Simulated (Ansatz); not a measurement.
Two isomers of C2H6SSi: A = `C1CS[SiH2]1`, B = `[SiH3]CC=S`.

Program: Ansatz. Geometries: PBE0-D4/def2-TZVP. ΔE: electronic, gas phase. CBS: MP2 limit from def2 TZ/QZ plus the TZ coupled-cluster correction, frozen cores. DFT in def2-TZVPP. B3LYP here is the variant with VWN-RPA as its local correlation; programs differ in this. Each species was taken in one conformer, which may not be the lowest.

A:

Z-matrix (Å, degrees):
```
C
Si 1 1.879
C 1 1.542 2 93.6
H 1 1.090 2 118.4 3 -119.8
H 1 1.092 2 110.9 3 114.1
S 2 2.136 1 83.1 3 -12.1
H 2 1.489 1 115.6 3 102.2
H 2 1.487 1 118.1 3 -128.2
H 3 1.090 1 112.1 2 -102.6
H 3 1.090 1 114.1 2 133.3
```

B:

Z-matrix (Å, degrees):
```
Si
C 1 1.901
H 1 1.482 2 109.2
H 1 1.486 2 108.7 3 -120.4
H 1 1.486 2 109.5 3 120.2
C 2 1.471 1 109.3 3 -64.8
H 2 1.095 1 106.6 3 174.6
H 2 1.092 1 107.4 3 56.5
S 6 1.614 2 126.3 1 96.4
H 6 1.094 2 114.7 1 -80.9
```

Q: Which isomer does CCSD(T)/CBS put lower? Give the gap. (An estimate is asked.)

A: Computed: A, by 100.3 kJ/mol.

Q: Give E(B) − E(A) in kJ/mol with HF/def2-TZVPP, ωB97M-V, MP2/def2-TZVPP, BLYP-D4, B3LYP-D4, LDA (SPW92), r2SCAN-D4. (An estimate is asked.)

A: Ansatz gave: HF/def2-TZVPP 89.3, ωB97M-V 105.2, MP2/def2-TZVPP 103.0, BLYP-D4 74.5, B3LYP-D4 86.9, LDA (SPW92) 114.1, r2SCAN-D4 99.9. None reverses the order clearly.

Q: Does the order hold for the free energy at 298.15 K (harmonic terms from PBE0-D4)? (Estimate.)

A: The calculation gave: Yes: G(B) − G(A) = +84.7 kJ/mol, for one conformer each.

Largest T1 diagnostic: 0.016.

At CCSD(T), def2-SVP lies −23.0 kJ/mol from the extrapolated value and def2-TZVPP −5.9 kJ/mol. From r2SCAN to r2SCAN0 (25 % exact exchange), in def2-TZVPP and without D4, E(B) − E(A) moves by +10.6 kJ/mol.
